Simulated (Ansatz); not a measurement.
Z-matrix (Å, degrees):
```
C
O 1 1.411
H 1 1.094 2 111.0
H 1 1.090 2 107.9 3 119.4
H 1 1.095 2 111.2 3 -121.4
Si 2 1.624 1 127.5 3 57.8
O 6 1.615 2 109.2 1 -171.6
I 6 2.459 2 108.2 1 -51.1
H 6 1.474 2 113.3 1 68.8
C 7 1.414 6 126.1 2 59.0
H 10 1.093 7 111.0 6 -61.9
H 10 1.090 7 107.8 6 178.7
H 10 1.094 7 110.9 6 59.5
```

Charge 0, multiplicity 1. I: def2 effective core potential.

Problem. List the PBE0/def2-TZVPP orbital energies in eV (Ansatz). (Estimate.)

Solution. The calculation gave: Occupied: -1804.17, -523.11, -523.09, -279.69, -279.60, -187.51, -146.28, -133.39, -133.22, -133.22, -100.99, -100.95, -100.91, -52.51, -52.44, -52.44, -52.29, -52.29, -29.13, -28.62, -19.97, -19.42, -19.26, -15.36, -14.00, -13.38, -13.20, -12.89, -12.64, -11.69, -10.21, -9.38, -9.23, -8.81, -8.40, -7.69, -7.63. Lowest empty: 0.18, 0.74, 1.09, 1.67, 1.96, 2.52, 2.91, 3.08.
